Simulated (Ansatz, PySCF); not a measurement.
Gas-phase reaction R1 → P1 + P2, each structure at its B3LYP-D3(BJ)/def2-TZVP stationary point, reached from a drawn start (curvature not checked).
R1, C3H9In (SMILES [CH3][In]([CH3])[CH3]) (charge 0, multiplicity 1):
```
atom    x (Å)    y (Å)    z (Å)
----  -------  -------  -------
In    -0.0015  -0.0048   0.0101
C      2.1837   0.0001  -0.0221
C     -1.0886   1.8911  -0.0059
C     -1.0966  -1.8956   0.0381
H      2.5877  -0.9361   0.3617
H      2.5268   0.1258  -1.0514
H      2.5757   0.8304   0.5657
H     -0.5293   2.6578  -0.5417
H     -2.0717   1.7758  -0.4618
H     -1.2284   2.2306   1.0229
H     -1.2460  -2.2373  -0.9886
H     -0.5363  -2.6633   0.5716
H     -2.0754  -1.7745   0.5015
```
P1: C2H6In (SMILES [CH3][In][CH3]), charge 0, multiplicity 2.
P2: CH3 (SMILES [CH3]), charge 0, multiplicity 2.

P less R. No zero-point or thermal terms; singlets are restricted closed shells; open shells are unrestricted; no spin–orbit coupling.

Frozen-core correlation throughout. In cc and def2 sets filled d and f shells under p-block atoms count as core.

The values were computed with Ansatz (Gaussian basis) for Hartree–Fock, density functionals and correlated methods; PySCF for the D3/D4 terms. No computed number here is a measurement. Elements past Kr take the def2 small-core potentials, without spin–orbit coupling.

Q: Give the reaction energy at the level PBE-D4/def2-TZVPP.

A: 270 kJ/mol

Q: What reaction energy does CCSD/def2-SVP give?

A: 249 kJ/mol

Q: Estimate the reaction energy that B3LYP-D4/def2-TZVPP returns for this input.

A: 255 kJ/mol

Ansatz is an electronic-structure program.
